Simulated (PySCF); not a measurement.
1,2-dichloro-1,1,2,2-tetrafluoroethane, C2Cl2F4.
InChI=1S/C2Cl2F4/c3-1(5,6)2(4,7)8

Method used: PySCF, TDDFT CAM-B3LYP/def2-SVPD, vertical, gas phase, core orbitals frozen in the response. Isolated species at its PBE0-D3(BJ)/def2-SVP geometry (one conformer only). Torsions of this conformer, `[F:1][C:2]([F:3])([Cl:4])[C:5]([F:6])([F:7])[Cl:8]`: F1–C2–C5–F6 179°.

Computed states:

```json
{"state": "S1", "E (eV)": "7.76", "f": "0.0008"}
{"state": "S2", "E (eV)": "7.87", "f": "0.0012"}
{"state": "S3", "E (eV)": "7.92", "f": "0.0000"}
{"state": "S4", "E (eV)": "7.92", "f": "0.0022"}
{"state": "S5", "E (eV)": "9.29", "f": "0.048"}
{"state": "S6", "E (eV)": "9.35", "f": "0.063"}
{"state": "S7", "E (eV)": "9.49", "f": "0.0040"}
{"state": "S8", "E (eV)": "9.51", "f": "0.014"}
{"state": "S9", "E (eV)": "9.61", "f": "0.035"}
{"state": "S10", "E (eV)": "9.75", "f": "0.013"}
```

Broadening: Gaussians 0.3 eV wide at half height, area fixed by f = 4.319×10⁻⁹ ∫ε dν̃. The width is an assumption, not a result. The curve ends short of the highest state used, and states not computed would add to its high-energy end.

Problem. Give the broadened spectrum and its maxima.

Solution. 
(E (eV), ε (L mol⁻¹ cm⁻¹)): (7.31, 0), (7.38, 1), (7.44, 3), (7.50, 11), (7.57, 33), (7.63, 73), (7.69, 137), (7.76, 233), (7.82, 308), (7.88, 342), (7.95, 308), (8.01, 228), (8.07, 138), (8.14, 59), (8.20, 23), (8.27, 6), (8.33, 1), (8.39, 0), (8.46, 0), (8.52, 0), (8.58, 0), (8.65, 0), (8.71, 0), (8.77, 1), (8.84, 11), (8.90, 52), (8.96, 209), (9.03, 799), (9.09, 2009), (9.15, 4103)

Maxima: 157 nm (7.89 eV), ε about 340, made up of S1 (13%), S2 (31%) and S4 (56%) (ε in L mol⁻¹ cm⁻¹; maxima over ε = 5, shares over 10%). At its high-energy end, 9.15 eV, the curve is still rising (ε about 4100, from S5 and S6).

Problem. What would ε be at 7.89 eV, the highest of these maxima, with half the width (0.15 eV)?

Solution. About 571 L mol⁻¹ cm⁻¹ against 343, a factor of about 1.7; a lone state at its own centre would give exactly 2.

Problem. Does any computed singlet lie in the visible range?

Solution. No computed singlet lies in the visible range (380 to 750 nm); the lowest, at 160 nm, stands 4.50 eV above its violet end (3.26 eV).

Problem. Coming from long wavelengths, where does ε first pass 100 L mol⁻¹ cm⁻¹?

Solution. At about 162 nm (7.66 eV), 0.10 eV below S1.

The vertical ionisation energy (ΔSCF) is 12.39 eV, 2.64 eV above S10.

On an Arm Neoverse V1 with one thread, on a shared host, this took 1.8 min of wall time.
